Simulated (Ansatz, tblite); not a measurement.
Removing and adding an electron: Ge10H16, a cluster cut from cubic germanium. Total charge 0; singlet. Geometry: PBE-D4/def2-SVP. Ansatz, gas phase; energy differences of separate SCF runs; the oxidised species was run as a doublet alone; the reduced species was run as a doublet alone.

```xyz
26

Ge   -0.6525   -0.4011   -2.7169
Ge    2.7261    0.2455   -0.6935
Ge   -0.3328    2.7857   -0.3298
Ge   -2.7266   -0.2444    0.6920
Ge    0.6503    0.3990    2.7173
Ge    0.3351   -2.7830    0.3303
Ge    0.8709    1.3186   -1.8744
Ge   -1.5261   -1.7182   -0.8488
Ge    1.8617   -1.0698    1.1800
Ge   -1.2071    1.4748    1.5423
H     0.1020   -1.3323   -3.7112
H    -1.8285    0.2660   -3.4897
H     3.5082   -0.6804   -1.6714
H     3.7160    1.3270   -0.1687
H    -1.5044    3.4909   -1.0749
H     0.6257    3.8914    0.2029
H    -3.9256    0.4245   -0.0429
H    -3.2995   -1.0746    1.8785
H     1.6144    1.4810    3.2870
H     0.1046   -0.4305    3.9170
H     1.0959   -3.7367   -0.6375
H    -0.2081   -3.6392    1.5123
H     1.4255    2.1572   -3.0686
H    -2.4978   -2.8134   -1.3902
H     3.0473   -1.7513    1.9330
H    -1.9747    2.4133    2.5257
```

The xTB rows come from tblite. Single mean-field runs in def2-TZVP are fitted with def2-universal-jkfit. HOMO above LUMO, or a gap near zero within one spin, warns that the state may not be the lowest or that an electron is smeared out.

| level | −HOMO (eV) | vertical IE (eV) | −LUMO (eV) | vertical EA (eV) | HOMO–LUMO gap (eV) | IE − EA (eV) | remarks |
| --- | --- | --- | --- | --- | --- | --- | --- |
| GFN1-xTB | 11.78 | 13.22 | 8.35 | 6.64 | 3.42 | 6.58 | – |
| GFN2-xTB | 10.20 | 11.96 | 5.59 | 3.87 | 4.61 | 8.09 | – |
| PBE-D4/def2-TZVP | 6.57 | 8.36 | 1.57 | 0.05 | 4.99 | 8.31 | HOMO above zero (-1 doublet), gap within one spin near zero (+1 doublet) |
| PBE0-D4/def2-TZVP | 7.57 | 8.83 | 0.88 | -0.14 | 6.68 | 8.97 | HOMO above zero (-1 doublet) |
| r2SCAN0-D4/def2-TZVP | 7.73 | 8.94 | 0.79 | -0.24 | 6.94 | 9.18 | HOMO above zero (-1 doublet) |

   A HOMO above zero means that the electron is unbound at that level or that self-interaction error raises the level; the energy of removing that electron tells which. Raw xTB energy differences between charge states are shifted by several eV; the methods need an empirical correction for them. Sets without diffuse functions give affinities that are too small. A negative affinity means that the extra electron isn't bound; its size then hangs on the basis.
